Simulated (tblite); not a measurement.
Compound: C7H10O2Si.
Structure used (GFN2-xTB), in Å, numbered top down from 1:
```
atom  x, y, z in Å
C1    -2.7836   -1.1864    0.0154
C2    -1.6850   -0.1772    0.0079
C3    -0.4471   -0.4018    0.5062
C4     0.5627    0.6075    0.4642
C5     1.9296    0.3318    0.9831
Si6    2.9434   -0.7072   -0.2658
C7     0.2178    1.7849   -0.1029
O8    -0.9979    2.0453   -0.6048
C9    -2.0059    1.1176   -0.5840
O10   -3.0774    1.4261   -1.0496
H11   -3.1460   -1.3390   -1.0002
H12   -3.6243   -0.8118    0.5981
H13   -2.4450   -2.1316    0.4311
H14   -0.2011   -1.3567    0.9503
H15    1.8586   -0.2077    1.9277
H16    2.4455    1.2707    1.1806
H17    4.2574   -0.9589    0.3246
H18    3.0579    0.0502   -1.5103
H19    2.2473   -1.9717   -0.5056
H20    0.8881    2.6266   -0.2028
```

Calculated harmonic vibrations of the isolated species, GFN2-xTB (tblite), most abundant isotopes, no scaling. The method is semi-empirical: single wavenumbers can be off by several per cent or more. Modes of hydrogen on silicon can be 10 to 20 % off. One conformer, not necessarily the lowest.

Harmonic wavenumbers (cm⁻¹): 43.8, 71.0, 75.6, 98.5, 125.5, 205.2, 252.1, 307.4, 344.4, 368.6, 439.7, 470.1, 508.1, 527.9, 557.2, 580.2, 691.0, 711.9, 743.0, 764.0, 781.2, 783.9, 796.1, 806.4, 808.4, 892.1, 974.9, 1012.7, 1025.1, 1027.6, 1101.9, 1173.2, 1178.8, 1209.6, 1245.8, 1313.0, 1392.6, 1398.8, 1451.6, 1465.1, 1466.5, 1558.2, 1653.9, 1735.2, 2272.9, 2279.7, 2290.1, 2986.8, 3002.7, 3010.2, 3029.2, 3045.2, 3065.1, 3076.3.

A = 2314, B = 650.5, C = 554.7 MHz; mass 154.045 u (most abundant isotopes); point group C1, symmetry number 1.

Q: Zero-point energy?

A: ½Σν̃ = 32098 cm⁻¹ = 91.77 kcal/mol.

Q: What is S at 350 K and 1 bar for an ideal gas of classical rigid rotors and harmonic oscillators?

A: Translation 41.83, rotation 30.81, vibration 40.19: S = 112.8 cal/(mol K).

Q: And Cp and H(350 K) − H(0)?

A: Cp = 49.60 cal/(mol K), of which vibrations give 41.65 (their classical limit is 54 R = 107.3); H(350 K) − H(0) = 10.09 kcal/mol without the zero-point energy, 7.31 from vibrations.

Q: How do the functions run with temperature in this model?

A: 
```tsv
T (K)	S (cal/(mol K))	Cp (cal/(mol K))	H − H(0) (kcal/mol)	G − H(0) (kcal/mol)	ln q(vib)
50	61.3	14.6	0.53	-2.53	0.68
100	73.1	20.0	1.40	-5.91	2.18
298.15	105.4	43.7	7.67	-23.74	8.15
373.15	116.1	52.1	11.27	-32.05	10.41
500	133.0	63.9	18.66	-47.86	14.19
750	162.2	79.8	36.79	-84.88	21.35
1000	186.7	89.9	58.10	-128.58	27.95
```

q(vib) and H(0) count from the zero-point level.

Q: Which modes carry the vibrational entropy at 350 K?

A: 43.8 cm⁻¹: 5.40; 71.0 cm⁻¹: 4.44; 75.6 cm⁻¹: 4.32; 98.5 cm⁻¹: 3.80; 125.5 cm⁻¹: 3.32; 205.2 cm⁻¹: 2.38 cal/(mol K); the other 48 give 16.53 together.

Hindered rotation and anharmonicity are outside this model. Other conformers, if any are populated, would add a mixing term that is left out. The structure is chiral; the term R ln 2 for an equal mix with its mirror image is left out.

On Arm Neoverse N1, one thread, on a shared host, this took 1.6 s of wall time. The figure is for the frequency step alone.
